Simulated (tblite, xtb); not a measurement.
CH$_{3}$Cl$_{3}$Si, charge -1, doublet, geometry from GFN2-xTB (a state made from the parent by changing its charge; the spin is typed, not shown lowest). Base run: xtb with GFN1-xTB.

Geometry (Å):
```xyz
8

C     -1.8809    -0.2444     0.1981
Si    -0.0310     0.2294     0.2417
Cl     0.9428    -0.9324    -1.1793
Cl    -0.3105     2.0733    -1.1548
Cl     0.4553    -1.1843     2.0309
H     -2.0228    -1.2887     0.4671
H     -2.4443     0.3599     0.9041
H     -2.3019    -0.0775    -0.7910
```
Charge -1, spin multiplicity 2.
All else is at xtb's defaults.
Base energy -18.71031 Eh.

Programs used: tblite, xtb; a row that names a program was run with it.

The base run was repeated with changes; each row names its change, and settings that it needs were set with it.

```json
[
 {"change": "base", "ΔE vs base (kcal/mol)": "0.000", "G_solv (kcal/mol)": "-", "SCF cycles": "9"},
 {"change": "acc = 0.0001", "ΔE vs base (kcal/mol)": "0.000", "G_solv (kcal/mol)": "-", "SCF cycles": "14"},
 {"change": "etemp = 3000", "ΔE vs base (kcal/mol)": "-0.023", "G_solv (kcal/mol)": "-", "SCF cycles": "9"},
 {"change": "file = coord", "ΔE vs base (kcal/mol)": "0.000", "G_solv (kcal/mol)": "-", "SCF cycles": "9"},
 {"change": "gbsa = acetonitrile", "ΔE vs base (kcal/mol)": "-50.26", "G_solv (kcal/mol)": "-50.55", "SCF cycles": "10"},
 {"change": "etemp = 5000", "ΔE vs base (kcal/mol)": "-0.71", "G_solv (kcal/mol)": "-", "SCF cycles": "9"},
 {"change": "alpb = cs2", "ΔE vs base (kcal/mol)": "-36.66", "G_solv (kcal/mol)": "-36.78", "SCF cycles": "9"},
 {"change": "program = tblite; method = gfn1", "ΔE vs base (kcal/mol)": "0.000", "G_solv (kcal/mol)": "-", "SCF cycles": "-"}
]
```

ALPB and GBSA are two models with their own fitted parameters for each solvent, which aren't always the measured dielectric constant.
